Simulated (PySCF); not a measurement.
# Pm⁺ (promethium, charge +1) across methods

[Xe] 4f4 6s1 6p1, one real determinant (an excited configuration). Calculation: PySCF 2.14, in x2c-TZVPPall; the spin-free X2C one-electron Hamiltonian (Gaussian nucleus).

| method | E (hartree) | mean ε 4f α (eV) | mean ε 6s α (eV) | mean ε 6p α (eV) | Σ⟨r²⟩ (bohr²) | ⟨S²⟩ |
| --- | --- | --- | --- | --- | --- | --- |
| LDA | -10011.59 | -18.691 | -10.967 | -7.286 | 74.23 | 12.001 |
| r2SCAN | -10019.50 | -19.262 | -10.953 | -7.458 | 74.46 | 12.003 |
| PBE | -10019.14 | -18.666 | -10.830 | -7.382 | 74.54 | 12.001 |

Question: Estimate the same row for PBE0.

Answer: E (hartree) = -10019.13; mean ε 4f α (eV) = -21.465; mean ε 6s α (eV) = -11.548; mean ε 6p α (eV) = -7.969; Σ⟨r²⟩ (bohr²) = 74.66; ⟨S²⟩ = 12.001.

⟨L²⟩ = 36.10 against 56 for a pure K term, so this real determinant mixes terms. Spin-orbit coupling, absent here, splits the open shell strongly.
